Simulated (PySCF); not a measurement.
Polarisability and C₆ of I²⁺ (iodine, charge +2)

[Kr] 4d10 5s2 5p3, high-spin 4S determinant. All numbers are calculated (PySCF 2.14, a scalar-relativistic core potential, in aug-cc-pVQZ-PP with one added diffuse shell each of s, p, d, f, g type with ECP28MDF (8s8p6d4f3g, 117 functions)). Coupled (time-dependent) response in atomic units; α is the mean over directions.

```
method  mean α (bohr³)  C₆ (like pair)  S(−4)
   UHF           14.03           96.23  39.30
   PBE           13.77           94.22  36.86
  PBE0           13.73           93.84  36.48
```

S(−4) is the Cauchy moment in α(ω) = α(0) + S(−4) ω² + …

α(iu) at UHF:

| u (hartree) | α(iu) (bohr³) |
| --- | --- |
| 0 | 14.03 |
| 0.0500 | 13.93 |
| 0.100 | 13.65 |
| 0.200 | 12.64 |
| 0.300 | 11.29 |
| 0.500 | 8.528 |
| 0.750 | 5.923 |
| 1.00 | 4.269 |
| 1.50 | 2.534 |
| 2.00 | 1.718 |
| 3.00 | 0.9780 |
| 5.00 | 0.4568 |

For an ion, C₆ is the dispersion term alone; charge-induced terms of lower order in 1/R come first.

Energies and moments cover only the electrons outside the core potential.
